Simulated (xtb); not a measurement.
H12Si5, charge +1, doublet, geometry from GFN2-xTB (a state made from the parent by changing its charge; the spin is typed, not shown lowest). Base run: GFN0-xTB (xtb).

Input for xtb:
```
$ xtb mol.xyz --gfn 0 --chrg 1 --uhf 1 --json

# file mol.xyz
17

Si    -0.25310907    -2.10767374    -1.16153954
Si    -0.00493928     0.00604900    -0.00649941
Si    -0.37198370     2.10080515    -1.15812306
Si    -1.70641778    -0.05581147     1.71192735
Si     2.33502040     0.05813586     0.61132287
H     -1.61992800    -2.10188582    -1.67691024
H     -0.01411831    -3.24864787    -0.28647268
H      0.70579989    -2.06426398    -2.26262025
H     -0.17709254     3.25390838    -0.28784835
H     -1.74309288     2.03186722    -1.65786410
H      0.57339102     2.10400946    -2.27198950
H     -3.05772283    -0.04371138     1.16609495
H     -1.44627122    -1.27496059     2.47362373
H     -1.44995516     1.12167623     2.53780823
H      2.53239503    -1.12441119     1.44608538
H      3.22171230     0.05213011    -0.54527641
H      2.49489495     1.27322203     1.40613391
```

Each row names what was changed in the base input (with any setting that the change needs).

| change | ΔE vs base (kJ/mol) |
|---|---|
| base | 0.00 |
| etemp = 10000 | -374.7 |
| acc = 0.1 | 0.00 |
| acc = 0.0001 | 0.00 |
| acc = 1000 | 0.00 |
| etemp = 10 | 0.08 |
